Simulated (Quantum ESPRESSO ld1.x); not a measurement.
All-electron atom: Pb XLI in [Kr] 4d6. Method: Dirac Kohn-Sham, PBE, spin-unpolarised, spherical densities, point nucleus; open shells fill j = l - 1/2 first; computed with ld1.x of Quantum ESPRESSO 7.5. Some entries of the table are withheld. Estimate them.

| orbital | occ. | eigenvalue (eV) | <r^2> (bohr^2) | r(max) (bohr) |
|---|---|---|---|---|
| 1s1/2 | 2 | -89754.660 | 0.0003571 | 0.009835 |
| 2s1/2 | 2 | -17501.076 | 0.005360 | 0.05736 |
| 2p1/2 | 2 | -16874.584 | 0.003774 | 0.04199 |
| 2p3/2 | 4 | -14684.952 | 0.004955 | 0.04970 |
| 3s1/2 | 2 | -5519.424 | 0.03418 | 0.1609 |
| 3p1/2 | 2 | -5241.850 | 0.03102 | 0.1499 |
| 3p3/2 | 4 | -4743.705 | 0.03702 | 0.1652 |
| 3d3/2 | 4 | -4294.812 | 0.02814 | 0.1282 |
| 3d5/2 | 6 | -4188.528 | 0.02974 | 0.1324 |
| 4s1/2 | 2 | -2413.668 | 0.1419 | 0.3472 |
| 4p1/2 | 2 | (1) | (2) | 0.3426 |
| 4p3/2 | 4 | (3) | (4) | 0.3681 |
| 4d3/2 | 4 | (5) | (6) | 0.3520 |
| 4d5/2 | 2 | (7) | (8) | 0.3590 |

Answer. 
(1) 4p1/2 eigenvalue (eV): -2292.409
(2) 4p1/2 <r^2> (bohr^2): 0.1403
(3) 4p3/2 eigenvalue (eV): -2139.906
(4) 4p3/2 <r^2> (bohr^2): 0.1601
(5) 4d3/2 eigenvalue (eV): -1947.062
(6) 4d3/2 <r^2> (bohr^2): 0.1528
(7) 4d5/2 eigenvalue (eV): -1915.217
(8) 4d5/2 <r^2> (bohr^2): 0.1584
